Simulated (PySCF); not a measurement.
Al(F)(Me)(OtBu) (C5H12AlFO), SMILES [CH3][Al]([F])[O]C(C)(C)C.

The structure is a stationary point at B3LYP-D3(BJ)/def2-SVP. Other conformers were not sampled.

Method: r2SCAN/def2-SVP (PySCF).

```json
{
  "total_energy": "-614.81378 hartree",
  "point_group": "Cs",
  "highest_occupied_level": "-6.76 eV",
  "lowest_empty_level": "-0.21 eV",
  "orbital_gap": "6.55 eV",
  "dipole_moment": "0.92 D",
  "quadrupole, principal values (traceless, Buckingham form, about the centre of nuclear charge)": "-10.06, 4.62, 5.43 D·Å",
  "mean_static_polarisability": "79.0 bohr³ (11.71 Å³)",
  "polarisability_principal_values": "71.7, 73.2, 92.3 bohr³"
}
```
